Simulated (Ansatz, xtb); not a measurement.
# F2H3Si2−: where a starting geometry ends

The starting geometry of this gas-phase singlet has its atoms placed at random.

```yaml
atoms:
  - { symbol: F, position_ang: [-1.6705, 0.9258, 0.2878] }
  - { symbol: F, position_ang: [0.8972, 0.6204, 1.4103] }
  - { symbol: Si, position_ang: [-0.2585, -0.5052, 0.4808] }
  - { symbol: Si, position_ang: [1.7908, -0.7727, -0.1324] }
  - { symbol: H, position_ang: [1.4420, -0.5006, 1.3432] }
  - { symbol: H, position_ang: [0.8053, 0.5638, -0.1599] }
  - { symbol: H, position_ang: [-0.0011, -1.7568, 0.4380] }
```

Guess where an optimisation with r2SCAN-D4/def2-SVPD ends from this start.

It ends as a structure with H6 bridging Si3 and Si4, given below by its coordinates. Distances that change by over a tenth: Si3–H6 (1.64 → 1.82 Å). Contacts that open: Si3–Si4 (2.16 → 3.09 Å), Si3–H7 (1.28 → 2.96 Å). Contacts that close: F1–Si3 (2.02 → 1.69 Å), Si4–H7 (2.12 → 1.54 Å).

The energy falls by 8.29 eV over 19 steps:

```tsv
step	E − E(last) (eV)
1	8.293
3	3.346
5	1.131
7	0.284
9	0.100
11	0.034
13	0.004
15	0.001
17	0.000
19	0.000
```

Final geometry (Å):

```xyz
7

F    -1.5737    0.6312    0.2208
F     0.0435    1.8209    1.7695
Si   -0.4739    0.2340    1.4455
Si    1.6346   -0.9819   -0.4515
H     2.1354   -1.4777    0.9144
H     0.8528    0.2242    0.2055
H     0.3863   -1.8758   -0.4365
```

From the same start GFN2-xTB ends elsewhere, differing in Si3–Si4 (2.28 against 3.09 Å here), Si3–H7 (1.57 against 2.96 Å here), Si4–H6 (2.85 against 1.58 Å here), Si4–H7 (2.89 against 1.54 Å here).

From so rough a start the end depends on the optimiser's path, so another program may land elsewhere. No frequencies were run, so the end isn't proven a minimum. Run with Ansatz 0.2.0, 35 s on 2 threads of Intel(R) Xeon(R) Platinum 8488C (Sapphire Rapids), on a shared host.
